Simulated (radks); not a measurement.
Coulomb parameter of the 3d shell of neutral titanium in the model configuration [Ar] 3d0.5 4s2 4p1.5, as a second difference U = [E(n + 0.5) + E(n - 0.5) - 2 E(n)] / (0.5)^2 with all orbitals relaxed. "Bare": the charge of the atom changes with n. "Screened": the 4p shell takes up the change at fixed total charge, which measures U(3d,3d) + U(4p,4p) - 2 U(3d,4p). All-electron calculation, Dirac Kohn-Sham, BLYP, spin-unpolarised, spherical densities, point nucleus; open shells are shared between the two j in proportion to 2j + 1. Program: a radial shooting solver on a logarithmic mesh with Libxc functionals.

[
 {"case": "start", "configuration": "[Ar] 3d0.5 4s2 4p1.5", "E - E(n) (eV)": "0.000"},
 {"case": "bare +0.5", "configuration": "[Ar] 3d1 4s2 4p1.5", "E - E(n) (eV)": "-4.657"},
 {"case": "bare -0.5", "configuration": "[Ar] 4s2 4p1.5", "E - E(n) (eV)": "7.641"},
 {"case": "screened +0.5", "configuration": "[Ar] 3d1 4s2 4p1", "E - E(n) (eV)": "-4.014"},
 {"case": "screened -0.5", "configuration": "[Ar] 4s2 4p2", "E - E(n) (eV)": "5.270"}
]

U(bare) = 11.939 eV, U(screened by 4p) = 5.021 eV, against the Slater integral F0(3d,3d) = 19.270 eV with frozen orbitals. The step up makes a negative ion, whose loosely bound charge lowers the bare value.
